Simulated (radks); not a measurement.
Results of a calculation; reference values are marked as such.
Q: The mean radii <r> (bohr) of the occupied orbitals of an atom or ion are listed with their occupations. Code: a radial shooting solver on a logarithmic mesh with Libxc functionals. Model: scalar-relativistic Kohn-Sham, r2SCAN, spin-polarised, spherical densities, finite nucleus; meta-GGA in the generalised Kohn-Sham scheme; Fermi nuclear charge, rms radius of each element as measured or else 0.836 A^(1/3) + 0.57 fm.

| orbital | occ. | <r> |
|---|---|---|
| 1s down | 1 | 0.05214 |
| 1s up | 1 | 0.05214 |
| 2s up | 1 | 0.2350 |
| 2s down | 1 | 0.2345 |
| 2p up | 3 | 0.2066 |
| 2p down | 3 | 0.2060 |
| 3s up | 1 | 0.6892 |
| 3s down | 1 | 0.6939 |
| 3p up | 3 | 0.7112 |
| 3p down | 3 | 0.7179 |
| 3d up | 5 | 0.7546 |
| 3d down | 1 | 0.7738 |

Name the element and its charge. Open shells, if any, are filled with parallel spins first.

A: Z = 29, copper, charge +5: Cu5+ in [Ar] 3d6. The 1s radius gives Z: for a bare nucleus <r> = (2 gamma + 1)/(2Z) with gamma = sqrt(1 - (Z/c)^2), 0.05094 bohr for Z = 29, and screening makes it slightly larger (0.05214 here). The occupations add up to 24, and the charge is Z minus that.
